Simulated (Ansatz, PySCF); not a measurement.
Pair of molecules: AlH3O2 (SMILES [OH][AlH][OH]) (first 6 atoms) with H2O (SMILES O); geometry from B3LYP-D3(BJ)/def2-TZVP.
(charge 0, multiplicity 1):
```xyz
9

O     -0.0510     0.6031     1.5222
Al    -0.0354    -0.5132     0.2543
O     -0.0633     0.0648    -1.3427
H     -0.0383     0.3835     2.4648
H      0.0045    -2.0681     0.4449
H     -0.0878     0.9995    -1.5534
O     -0.0187     0.1095     4.3401
H      0.7505     0.5146     4.7554
H     -0.7863     0.5055     4.7669
```

Interaction energies are E(AB) − E(A) − E(B) at the monomers' geometry in the complex; basis-set methods are counterpoise corrected. Rows marked so take none.

Rows in 3-21G, STO-3G carry no dispersion term and start afresh at each structure.

Programs: Ansatz (a first-principles code); PySCF for 3-21G rows, STO-3G rows, the dispersion terms. 

| level | interaction energy (kcal/mol) |
|---|---|
| HF/STO-3G (no counterpoise) | -4.54 |
| PBE-D4/def2-TZVPPD | -5.71 |
| revPBE-D4/def2-TZVPPD | -4.80 |
| r2SCAN/def2-TZVPPD | -5.45 |
| B3LYP/3-21G (no counterpoise) | -15.43 |
| B3LYP/def2-TZVPPD | -4.60 |
| B3LYP-D3(BJ)/def2-TZVPPD | -5.44 |
| B3LYP-D4/def2-TZVPPD | -5.44 |
| PBE0/def2-TZVPPD | (withheld) |

Task: Fill in the missing entries.

Result: 
- PBE0/def2-TZVPPD, interaction energy (kcal/mol): -5.14
